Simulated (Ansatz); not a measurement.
System: CH6Cl2OSi2 (charge 0, singlet). 
Coordinates optimised at B3LYP-D3(BJ)/def2-TZVP (Ansatz, a first-principles code):
SMILES: [SiH2](C)O[SiH](Cl)Cl
```xyz
12

C     -2.4961    -0.6173     0.1888
Si    -1.7689     0.8393     1.0904
O     -0.1560     1.0012     0.7277
Si     1.0860     0.3490    -0.0540
Cl     0.6935     0.2709    -2.0692
Cl     1.4088    -1.5704     0.6052
H     -3.5574    -0.7203     0.4271
H     -2.4008    -0.4958    -0.8917
H     -1.9933    -1.5435     0.4733
H     -1.8725     0.6704     2.5563
H     -2.4287     2.1026     0.6950
H      2.2981     1.1374     0.1641
```
Charge 0, spin multiplicity 1.

Quantity: atomisation energy (electronic, to ground-state atoms), in kcal/mol. Correlated levels leave the core frozen unless marked. UHF or UKS for open shells. Spin-orbit coupling is left out. No relativistic terms. The coupled-cluster limit lacks core correlation, which all-electron functionals hold. CBS(X,Y): correlation extrapolated as X^-3; Hartree-Fock from the larger set.

```csv
level,program,atomisation energy (kcal/mol)
r2SCAN/def2-TZVPD,Ansatz,1041.1
HSE06/def2-TZVPD,Ansatz,1026.5
"RI-MP2/CBS(aug-cc-pV(T+d)Z,aug-cc-pV(Q+d)Z)",Ansatz,1065.6
```

### Question
Predict the CCSD(T)/CBS(cc-pV(T+d)Z,cc-pV(Q+d)Z) result (Ansatz).

### Answer
1046.8 kcal/mol, so RI-MP2/CBS(aug-cc-pV(T+d)Z,aug-cc-pV(Q+d)Z) differs from it by 18.8 kcal/mol.
